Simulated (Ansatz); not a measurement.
Basis-set extrapolation for C$_{3}$H$_{7}$FSi (`C=C[SiH](C)F`) (PBE0-D4/def2-TZVP geometry, frozen core, the Gaussian-basis code of Ansatz). Multiplicity 1, RHF reference.

```
                      def2-TZVPP   def2-QZVPP
                 HF  -506.218861  -506.238379
    MP2 correlation    -0.870795    -0.936564
CCSD(T) correlation    -0.949825      not run
```

Energies in hartree. Use E(X) = E(∞) + A·exp(−7.88·√X) for Hartree–Fock and E(X) = E(∞) + B·X^(−2.97) for correlation, with X = 3 and 4, and add CCSD(T) minus MP2 of the smaller set to the MP2 limit.

Q: What is the CCSD(T) energy at the basis-set limit?

A: HF limit: -506.238379 + (-0.019518) × 0.13774 = -506.24107. MP2 limit: -0.936564 + (-0.065769) × 0.74074 = -0.98528. Higher-order term: -0.949825 − (-0.870795) = -0.07903. Total: -507.30538 hartree, 358.9 kJ/mol below CCSD(T)/def2-TZVPP.
